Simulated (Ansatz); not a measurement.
A short molecular-dynamics run on ReSe₂ (the lowest doublet isomer of a short search).

```yaml
crystal:
  periodic: [false, false, false]
  atoms:
    - {symbol: Re, position_ang: [-0.561836, 0.098192, -0.460775]}
    - {symbol: Se, position_ang: [-0.091292, -1.940966, 0.281092]}
    - {symbol: Se, position_ang: [0.653128, 1.842774, 0.179683]}
basis:
  gaussian: {orbitals: def2-SVP}
magnetization: {spin_polarized: true, initial_magnetization: 1}
hamiltonian: {xc: {name: BLYP}}
md: {timestep: 1 fs, n_steps: 15, ensemble: nvt_nose_hoover, temperature: 300, initial_velocities: maxwell_boltzmann, seed: 869}
scf: {omitted_lower_state_checks: [starts]}
```

```sh
$ ansatz run in.yaml --threads 4 --pin off --events-out ev --progress --plain --max-ram 3916MiB
```

| step | time (fs) | potential energy (eV) | kinetic (eV) | T (K) | conserved (eV) |
| --- | --- | --- | --- | --- | --- |
| 0 | 0.0 | -132815.9452 | 0.0388 | 300 | -132815.9064 |
| 1 | 1.0 | -132815.9413 | 0.0349 | 270 | -132815.9064 |
| 2 | 2.0 | -132815.9375 | 0.0311 | 241 | -132815.9064 |
| 3 | 3.0 | -132815.9339 | 0.0275 | 213 | -132815.9064 |
| 4 | 4.0 | -132815.9305 | 0.0241 | 186 | -132815.9064 |
| 5 | 5.0 | -132815.9273 | 0.0210 | 162 | -132815.9064 |
| 6 | 6.0 | -132815.9245 | 0.0182 | 141 | -132815.9064 |
| 7 | 7.0 | -132815.9221 | 0.0157 | 122 | -132815.9064 |
| 8 | 8.0 | -132815.9201 | 0.0137 | 106 | -132815.9064 |
| 9 | 9.0 | -132815.9185 | 0.0121 | 94 | -132815.9064 |
| 10 | 10.0 | -132815.9174 | 0.0110 | 85 | -132815.9064 |
| 11 | 11.0 | -132815.9167 | 0.0104 | 81 | -132815.9064 |
| 12 | 12.0 | -132815.9166 | 0.0103 | 80 | -132815.9064 |
| 13 | 13.0 | -132815.9170 | 0.0107 | 83 | -132815.9064 |
| 14 | 14.0 | -132815.9179 | 0.0117 | 90 | -132815.9064 |
| 15 | 15.0 | -132815.9193 | 0.0131 | 101 | -132815.9064 |

Velocities are drawn at the set temperature; a run this short doesn't reach equilibrium.

In the def2 sets Re takes a core potential; there is no spin–orbit coupling. The charge 0 doublet is spin-contaminated (final ⟨S²⟩ up to 1.25, 0.75 for a pure state).

Frames (Å, forces in eV/Å):

```xyz
3
time=0.0 fs
Re   -0.562    0.098   -0.461   -1.024    0.179   -0.840
Se   -0.091   -1.941    0.281    0.371   -0.805    0.439
Se    0.653    1.843    0.180    0.653    0.626    0.401
3
time=1.0 fs
Re   -0.561    0.097   -0.460   -1.052    0.252   -0.875
Se   -0.092   -1.940    0.280    0.393   -0.882    0.470
Se    0.653    1.843    0.179    0.659    0.630    0.405
3
time=2.0 fs
Re   -0.561    0.097   -0.459   -1.076    0.325   -0.907
Se   -0.093   -1.938    0.279    0.413   -0.955    0.499
Se    0.652    1.844    0.179    0.663    0.630    0.408
3
time=3.0 fs
Re   -0.560    0.096   -0.459   -1.097    0.397   -0.937
Se   -0.094   -1.937    0.278    0.432   -1.025    0.527
Se    0.652    1.844    0.178    0.664    0.627    0.410
3
time=4.0 fs
Re   -0.559    0.095   -0.458   -1.113    0.469   -0.963
Se   -0.095   -1.936    0.277    0.450   -1.090    0.553
Se    0.651    1.845    0.178    0.663    0.621    0.410
3
time=5.0 fs
Re   -0.559    0.094   -0.458   -1.125    0.539   -0.985
Se   -0.096   -1.935    0.276    0.466   -1.150    0.577
Se    0.651    1.846    0.178    0.659    0.611    0.408
3
time=6.0 fs
Re   -0.559    0.094   -0.457   -1.134    0.606   -1.004
Se   -0.097   -1.934    0.275    0.481   -1.205    0.598
Se    0.651    1.847    0.177    0.652    0.599    0.405
3
time=7.0 fs
Re   -0.558    0.093   -0.457   -1.138    0.671   -1.019
Se   -0.098   -1.933    0.275    0.494   -1.254    0.618
Se    0.651    1.848    0.177    0.644    0.583    0.401
3
time=8.0 fs
Re   -0.558    0.092   -0.457   -1.138    0.732   -1.030
Se   -0.098   -1.933    0.274    0.506   -1.297    0.634
Se    0.651    1.849    0.177    0.632    0.565    0.396
3
time=9.0 fs
Re   -0.558    0.092   -0.456   -1.134    0.789   -1.037
Se   -0.099   -1.932    0.273    0.515   -1.333    0.648
Se    0.651    1.850    0.177    0.619    0.543    0.389
3
time=10.0 fs
Re   -0.558    0.091   -0.456   -1.125    0.843   -1.040
Se   -0.100   -1.932    0.273    0.522   -1.362    0.660
Se    0.651    1.851    0.177    0.603    0.519    0.381
3
time=11.0 fs
Re   -0.557    0.091   -0.456   -1.113    0.891   -1.039
Se   -0.100   -1.932    0.273    0.528   -1.384    0.668
Se    0.652    1.852    0.177    0.585    0.493    0.372
3
time=12.0 fs
Re   -0.557    0.090   -0.456   -1.097    0.935   -1.034
Se   -0.100   -1.932    0.272    0.531   -1.398    0.673
Se    0.652    1.853    0.177    0.565    0.464    0.361
3
time=13.0 fs
Re   -0.557    0.090   -0.456   -1.076    0.973   -1.025
Se   -0.101   -1.932    0.272    0.533   -1.405    0.676
Se    0.652    1.854    0.177    0.543    0.432    0.350
3
time=14.0 fs
Re   -0.558    0.089   -0.456   -1.052    1.005   -1.012
Se   -0.101   -1.933    0.272    0.532   -1.404    0.675
Se    0.653    1.856    0.177    0.520    0.399    0.337
3
time=15.0 fs
Re   -0.558    0.089   -0.456   -1.025    1.032   -0.995
Se   -0.101   -1.934    0.272    0.529   -1.396    0.671
Se    0.653    1.857    0.177    0.495    0.364    0.324
```

It took 41 s on 4 threads of Arm Neoverse V2 on a shared host.
